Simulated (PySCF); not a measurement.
Computed shifts of a molecule C4H8OS, PBE0/pcSseg-1 run with PySCF, GIAO, gas phase, equivalent atoms averaged, in ppm (number of nuclei): ¹³C: 85.1 (2), 32.0 (2). ¹H: 5.93 (2), 2.00 (6). References: ¹³C against TMS (σ = 186.3 ppm); ¹⁷O against H2O (σ = 334.2 ppm); ³³S against H2S (σ = 716.7 ppm); ¹H against TMS (σ = 31.56 ppm), references at their B3LYP-D3(BJ)/def2-TZVP geometries, non-relativistic. Geometry: B3LYP-D3(BJ)/def2-SVP. Other conformers were not sampled.

Question: Identify the compound among the candidates.
(A) C[C@H]1O[C@H](C)S1
(B) CCC(=O)SC
(C) C=COCSC
(D) CS[C@@H](C)C=O

Answer: A, C[C@H]1O[C@H](C)S1
